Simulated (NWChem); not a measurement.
# C₄H₃N₂, doublet; SMILES n1[c]cncc1

In the optimisation the excess spin sits in a' (Cs, its own frame). Not confirmed as a minimum by frequencies.

Task: Give the equilibrium geometry at PBE-D3(BJ)/def2-SVP, spin-unrestricted (NWChem) as a list of bonds and angles, with the point group.

Result: point group Cs; any orientation.
Bonded distances (Å): C1–N2 1.294, C1–C6 1.411, N2–C3 1.349, C3–C4 1.405, C3–H7 1.103, C4–N5 1.342, C4–H8 1.104, N5–C6 1.342, C6–H9 1.102. Angles (°): N2–C1–C6 122.8, C1–N2–C3 119.6, N2–C3–C4 118.5, N2–C3–H7 119.0, C4–C3–H7 122.4, C3–C4–N5 122.0, C3–C4–H8 120.7, N5–C4–H8 117.4, C4–N5–C6 118.4, C1–C6–N5 118.8, C1–C6–H9 123.1, N5–C6–H9 118.1.
